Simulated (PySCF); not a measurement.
**Computed structure and properties of [HoI2]+**

System: [HoI2]+ (singlet in the valence; each metal's 4f electrons, 10 of them, lie in its core potential, out of spins and levels); start: template (C2v). Method: PySCF 2.14.0, RKS PBE0, Ho lcecp-1-SVP with ECP56, I def2-SVP with ECP28; non-relativistic Hamiltonian with scalar-relativistic core potentials where named; density fitting; no spin-orbit coupling.

Input of the relaxation:

```python
mol = gto.M(atom='''
Ho     0.00000     0.00000    -0.72650
I      2.67820    -0.00000     0.47210
I     -2.67820     0.00000     0.47210''',
    basis={'Ho': 'lcecp-1-SVP', 'I': 'def2-SVP'},
    ecp={'Ho': 'lcecp-1-SVP', 'I': 'def2-SVP'},
    charge=1, spin=0)
mf = dft.RKS(mol, xc='PBE0')
mf.grids.atom_grid = (50, 194)  # f atoms: unpruned, at least (60, 302)
mf = mf.density_fit()  # fitting sets: Ho AutoAux, I def2-universal-JKFIT
mf.conv_tol = 1e-08; mf.max_cycle = 55
mf.kernel(dm0)  # dm0: converged density of the start geometry
# quasi-Newton relaxation in Cartesian coordinates to a largest gradient under 0.00045 Eh/bohr, steps kept in the point group
```

Run from Python with OMP_NUM_THREADS=2; the lines above give its settings. Where DIIS fails, smearing, a level shift and second-order steps follow.
It took 25 s on 2 threads of Intel(R) Xeon(R) 6975P-C (Granite Rapids) (shared host), from the converged density of the start.

Course of the relaxation:

| step | energy above end (eV) | largest force component within the symmetry (eV/Å) |
| --- | --- | --- |
| 0 | 0.4760 | 1.628 |
| 1 | 0.1906 | 0.975 |
| 2 | 0.0767 | 0.579 |
| 3 | 0.0458 | 0.221 |
| 4 | 0.0169 | 0.281 |
| 5 | 0.0075 | 0.175 |
| 6 | 0.0005 | 0.018 |
| 7 | 0.0000 | 0.018 |
| 8 | 0.0000 | 0.003 |

Relaxed geometry (C2v):

```xyz
3

Ho    0.0000    0.0000   -0.9533
I     2.2383    0.0000    0.5855
I    -2.2383    0.0000    0.5855
```

| contact | Å |
| --- | --- |
| Ho1–I2 (I) | 2.716 |
| Ho1–I3 (I) | 2.716 |

On the finer grid (75, 302):

```
HOMO                                                          : -11.96 eV
LUMO                                                          : -7.77 eV
Dipole about the centre of mass                               : 7.16 D
Set of Mulliken populations of Ho1 outside the core potential : s 2.37, p 6.26, d 1.27, f 0.02
D3(BJ) dispersion energy (not in the energies)                : -0.099 eV
```

```tsv
atom	Mulliken (e)	Löwdin (e)	spin (e)
Ho1	1.08	0.34	0.00
I2	-0.04	0.33	0.00
I3	-0.04	0.33	0.00
```

The 4f levels lie in the core potential and are missing. Their spin isn't counted.

On the grid (50, 194), as all that follows. Harmonic modes: a minimum within the noise of the softest modes; lowest 35 cm⁻¹ (negative: unstable), highest 221 cm⁻¹, zero-point energy 0.028 eV.

Taking off one I (charge -1, singlet; the rest: singlet) in vacuum, both parts rigid, costs 12.79 eV; the small basis without counterpoise inflates it. Most of it is the attraction of opposite charges; other ways to part are cheaper, and one spin state was tried for the rest.

Rigid scan of I along the line from its metal:

```csv
distance to I2 (Å),energy (eV)
2.42,0.781
2.52,0.306
2.62,0.068
2.72,0.000
2.82,0.051
2.92,0.186
3.12,0.604
3.42,1.375
3.82,2.366
4.32,3.338
```

One start shape was tried, so this needn't be the lowest isomer.

An lcecp potential fixes the number of 4f electrons, so in runs with it no electron can move into or out of that shell.
